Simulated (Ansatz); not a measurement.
`C=C[CH2][SnH2][F]` + H–F → `[F][SnH2][F]` + `C=CC`  (ligand exchange at the Sn–C bond)

Computed with Ansatz on PBE0-D4/def2-TZVP structures; ΔE is electronic, products minus reactants. CCSD(T)/CBS is the MP2 limit (def2-TZVPP, def2-QZVPP) plus CCSD(T) − MP2 in def2-TZVPP, frozen cores. This one scheme is used for every species. DFT in def2-TZVPP. def2 core potentials past Kr. For Sn outer-core shells are correlated without core-valence functions, which leaves a few kJ/mol of doubt a bond. Each species was taken in one conformer, which may not be the lowest.

```tsv
level	ΔE (kJ/mol)
BHLYP	-86.4
MP2/CBS(def2)	-58.1
```

Task: What does CCSD(T)/CBS give? (Estimate.)

Result: Ansatz gave: -64.5 kJ/mol. The listed levels differ from it by -21.9, 6.4 kJ/mol.

Largest T1 diagnostic among the species: 0.014.

From r2SCAN to r2SCAN0 (25 % exact exchange), in def2-TZVPP and without D4, ΔE moves by +5.3 kJ/mol. In def2-TZVPP, CCSD(T) changes the Hartree–Fock value by +32.2 kJ/mol (the triples alone add +3.1 kJ/mol) and MP2 by +38.6 kJ/mol. Leaving LDA and LC-ωPBE aside and taking each functional with its dispersion term where it has one, the values, not all of them listed here, spread over 23.5 kJ/mol, from B97M-V to HSE06-D4. LDA lies +13.5 kJ/mol from PBE without D4.
